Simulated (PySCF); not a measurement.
**Correlation energy of I (iodine, neutral)**

[Kr] 4d10 5s2 5p5, 2P determinant. Computed with PySCF 2.14 in def2-TZVP with the def2 core potential (28 electrons) (6s5p3d2f, 50 functions), with scalar relativity through the core potential. Frozen: 4s2 4p6 4d10; 7 electrons correlated.

MP2 pair energies summed by pair of shells (mhartree):

| pair | energy | share (%) |
| --- | --- | --- |
| 5p-5p | -69.34 | 61.2 |
| 5s-5p | -37.32 | 32.9 |
| 5s-5s | -6.72 | 5.9 |

Total MP2 correlation energy: -113.38 mhartree.

Same-spin part -25.67 and opposite-spin part -87.71 mhartree; SCS-MP2 scales them by 1/3 and 6/5 to -113.80 mhartree.

```csv
level,correlation energy (mhartree)
CCSD,-131.73
(T),-4.00
CCSD(T),-135.73
```

Diagnostics: T1 = 0.0069, D1 = 0.0221, largest double amplitude 0.048.

Question: Is a single reference adequate?

Answer: Yes, within this model without spin-orbit coupling: T1 lies below 0.03 and no double amplitude reaches 0.07.
